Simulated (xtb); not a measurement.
xtb input (GFN-FF):

```bash
xtb mol.xyz --gfnff --opt tight --chrg 0 --uhf 0
```
mol.xyz:
```
12

C      1.96845865    -0.10294907     0.01151639
C      0.54514900    -0.46544654    -0.29445849
O      0.21370753    -1.41894321    -0.95774381
C     -0.54514900     0.46544654     0.29445849
O     -0.21370753     1.41894321     0.95774381
C     -1.96845865     0.10294907    -0.01151639
H      2.18186872     0.90524642    -0.34909671
H      2.63766789    -0.82349551    -0.45157470
H      2.12208968    -0.07654720     1.09213855
H     -2.12208968     0.07654720    -1.09213855
H     -2.18186872    -0.90524642     0.34909671
H     -2.63766789     0.82349551     0.45157470
```

End of the output:

```
         :::::::::::::::::::::::::::::::::::::::::::::::::::::
         ::                     SUMMARY                     ::
         :::::::::::::::::::::::::::::::::::::::::::::::::::::
         :: total energy              -2.007650088047 Eh    ::
         :: gradient norm              0.000305179668 Eh/a0 ::
         ::.................................................::
         :: bond energy               -1.998926024251 Eh    ::
         :: angle energy               0.000363780012 Eh    ::
         :: torsion energy             0.002988938606 Eh    ::
         :: repulsion energy           0.130712084185 Eh    ::
         :: electrostat energy        -0.137881519573 Eh    ::
         :: dispersion energy         -0.005256659942 Eh    ::
         :: HB energy                  0.000000000000 Eh    ::
         :: XB energy                  0.000000000000 Eh    ::
         :: bonded atm energy          0.000349312917 Eh    ::
         :: external energy            0.000000000000 Eh    ::
         :: add. restraining           0.000000000000 Eh    ::
         :: total charge               0.000000000000 e     ::
         :::::::::::::::::::::::::::::::::::::::::::::::::::::

           -------------------------------------------------
          |                Property Printout                |
           -------------------------------------------------

molecular dipole:
                 x           y           z       tot (Debye)
 q only:        0.000       0.000       0.000       0.000
           -------------------------------------------------
          |                Geometry Summary                 |
           -------------------------------------------------

      molecular mass/u    :       86.0893979
   center of mass at/Å    :        0.0000008      -0.0000116      -0.0000079
  moments of inertia/u·Å² :        0.9190446E+02   0.1465847E+03   0.2322034E+03
rotational constants/cm⁻¹ :        0.1834256E+00   0.1150027E+00   0.7259856E-01

 * 10 selected distances

     #   Z          #   Z                                           value/Å
Note: The following floating-point exceptions are signalling: IEEE_UNDERFLOW_FLAG IEEE_DENORMAL
normal termination of xtb
     1   6 C        2   6 C                                       1.4837907
     2   6 C        3   8 O                                       1.2057699
     4   6 C        5   8 O                                       1.2057711
     4   6 C        6   6 C                                       1.4837985 (max)
     1   6 C        7   1 H                                       1.0898553
     1   6 C        8   1 H                                       1.0896167
     1   6 C        9   1 H                                       1.0898553
     6   6 C       10   1 H                                       1.0898531
     6   6 C       11   1 H                                       1.0898531
     6   6 C       12   1 H                                       1.0896163 (min)

 * 3 distinct bonds (by element types)

   Z      Z             #   av. dist./Å        max./Å        min./Å
   1 H    6 C           6     1.0897750     1.0898553     1.0896163
   6 C    6 C           2     1.4837946     1.4837985     1.4837907
   6 C    8 O           2     1.2057705     1.2057711     1.2057699

optimized geometry written to: xtbopt.xyz

           -------------------------------------------------
          | TOTAL ENERGY               -2.007650088047 Eh   |
          | GRADIENT NORM               0.000305179668 Eh/α |
           -------------------------------------------------
########################################################################
[WARNING] Runtime exception occurred
-1- gfnff_setup: Could not read topology file.
########################################################################

------------------------------------------------------------------------
------------------------------------------------------------------------
 total:
 SCF:
 ANC optimizer:
```
